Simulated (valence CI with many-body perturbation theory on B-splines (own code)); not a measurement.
Values are calculated unless marked as measured or tabulated.
**Tm⁴⁶⁺: what the settings do**

Method: valence CI with perturbative core correlation (CI+MBPT): five valence electrons over a frozen Dirac-Fock core [Ar], a basis of 6 s, 6 p, 5 d, 5 f, 1 g functions for each j, with the one-electron correlation potential Σ1 (screened to all orders), the two-electron term Σ2, the three-electron term Σ3, Breit, model QED; selected single and double excitations, second order for the rest, scaled by the run's own slope (own B-spline code, finite nucleus).

No measured spectrum was set against this ion. As an estimate, large intervals hold to a few tenths of a per cent, small ones and those within an open d or f shell to about a per cent. Among the levels kept, up to 360 cm⁻¹ of a level comes from second order outside the variational space, and about a tenth of that is noise between levels of different J, which matters for small intervals. Only levels of the ground parity were solved; by the run's estimate the other parity begins above the list, which can be wrong where configurations are misplaced.

The reference run has the lowest level (3d3/2^4 3d5/2) J=5/2 and an ionisation energy of 3894.92 eV. Its largest variational space holds 10000 state functions.

Levels are named by their leading jj configuration (3d3/2^4 stands for four electrons in 3d with j = 3/2), which in mixed levels can hold well under half, so a name can repeat and another be missing. Letters in brackets count levels of one name in rising energy.

Changed runs:
A. Breit term on → off; selection threshold (hartree) 2e-08 → 2e-07
B. highest l in the core sums 6 → 4; Breit term on → off
C. scale of Σ2 1 → 0.5
D. highest l in the core sums 6 → 2 (bad on purpose)

Excitation energies of the reference run in cm⁻¹, and shifts in cm⁻¹:

```
                      Level  Reference       A       B      C       D
(3d3/2^3 3d5/2^2) J=5/2 [a]     316950   +9068   +9185  -2455   +3311
(3d3/2^3 3d5/2^2) J=7/2 [a]     405709  +13372  +13482  -1515   +4087
   (3d3/2^3 3d5/2^2) J=11/2     416730  +22720  +22960  -3100   +7480
(3d3/2^3 3d5/2^2) J=3/2 [a]     417644   +7716   +7730   -525   +1478
    (3d3/2^3 3d5/2^2) J=9/2     454806  +17427  +17580  -1606   +5630
(3d3/2^3 3d5/2^2) J=5/2 [b]     479342  +13368  +13408   +158   +2974
    (3d3/2^3 3d5/2^2) J=1/2     500344   +9692   +9659   +607    +905
(3d3/2^3 3d5/2^2) J=7/2 [b]     515222  +13688  +13752   +169   +3972
(3d3/2^3 3d5/2^2) J=3/2 [b]     628875   +8384   +8260  +1209   -1256
(3d3/2^2 3d5/2^3) J=5/2 [a]     716914  +17642  +17762  -3270   +4288
(3d3/2^2 3d5/2^3) J=7/2 [a]     777955  +23001  +23167  -2814   +6353
   (3d3/2^2 3d5/2^3) J=11/2     782968  +31646  +31969  -4873  +10357
     Ionisation energy (eV)    3894.92   +1.44   +1.54  -5.32   -1.01
```
